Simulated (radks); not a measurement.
Results of a calculation; reference values are marked as such.
Problem. Species: Al3+. Configuration: [Ne] (the NIST ground configuration). Code: a radial shooting solver on a logarithmic mesh with Libxc functionals. Model: scalar-relativistic Kohn-Sham, PBE, spin-polarised, spherical densities, finite nucleus; Fermi nuclear charge, rms radius 3.061 fm. Some entries of the table are withheld. Estimate them.

orbital,occ.,eigenvalue (Ry),<r^2> (bohr^2),<1/r> (bohr^-1)
1s,2,(1),0.01946,(2)
2s,2,-10.48406,0.4646,2.348
2p,6,-7.65393,(3),2.223

Solution. 
(1) 1s eigenvalue (Ry): -113.6848
(2) 1s <1/r> (bohr^-1): 12.63
(3) 2p <r^2> (bohr^2): 0.4516
